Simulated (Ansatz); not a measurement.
Reaction (atomization): `N[Si](N)([SiH3])[SiH3]` → 10 H• + 2 N• + 3 Si•

Program: Ansatz. Geometries: PBE0-D4/def2-TZVP. ΔE: electronic, gas phase. CBS: MP2 limit from def2 TZ/QZ plus the TZ coupled-cluster correction, frozen cores. This one scheme is used for every species, atoms too. Functionals use def2-TZVPP. B3LYP here is the variant with VWN-RPA as its local correlation; programs differ in this. No spin–orbit coupling; open shells (•) take unrestricted orbitals. Spin–orbit coupling would lower the free atoms: a little for Si. Each species was taken in one conformer, which may not be the lowest.

`N[Si](N)([SiH3])[SiH3]`:

```xyz
15

N    -1.107   -1.617    0.351
Si    0.008   -0.390   -0.115
N     1.161   -1.129   -1.157
Si   -0.890    1.394   -1.364
Si    0.854    0.467    1.911
H    -1.618   -1.541    1.215
H    -1.634   -2.114   -0.350
H     1.660   -0.579   -1.837
H     1.714   -1.906   -0.831
H    -1.750    0.900   -2.479
H     0.176    2.252   -1.958
H    -1.730    2.257   -0.487
H    -0.238    0.830    2.861
H     1.741   -0.520    2.592
H     1.654    1.696    1.648
```

Task: What is ΔE at CCSD(T)/CBS? (Estimate.)

Result: The calculation gave: +4759.7 kJ/mol.

Task: What do these levels give: PBE-D4, r2SCAN-D4, PBE0-D4, B3LYP-D4, PBE, r2SCAN, HF/def2-TZVPP, SCS-MP2/def2-TZVPP, CCSD(T)/def2-TZVPP, HF/def2-QZVPP, MP2/def2-QZVPP, SCS-MP2/def2-QZVPP? (Best estimate.)

Result: Ansatz gave: PBE-D4 4759.6, r2SCAN-D4 4731.9, PBE0-D4 4710.2, B3LYP-D4 4769.2, PBE 4722.0, r2SCAN 4722.2, HF/def2-TZVPP 3408.1, SCS-MP2/def2-TZVPP 4653.8, CCSD(T)/def2-TZVPP 4610.4, HF/def2-QZVPP 3419.5, MP2/def2-QZVPP 4685.7, SCS-MP2/def2-QZVPP 4756.8 kJ/mol.

Largest T1 diagnostic among the species: 0.013.

In def2-TZVPP, CCSD(T) changes the Hartree–Fock value by +1202.3 kJ/mol (the triples alone add +55.5 kJ/mol) and MP2 by +1188.0 kJ/mol; breaking electron pairs costs correlation energy, which Hartree–Fock lacks. The D4 term adds +60.5 kJ/mol with B3LYP and +32.6 kJ/mol with PBE0; it sums over pairs of atoms, weighted by their polarisabilities, and B3LYP, whose exchange is more repulsive, gets the larger term.

For atomizations the MP2-based limit and the directly extrapolated one differ by several kJ/mol either way, and by 10 to 25 for some Ge, Se and Sn compounds, so smaller differences from it don't rank the levels.
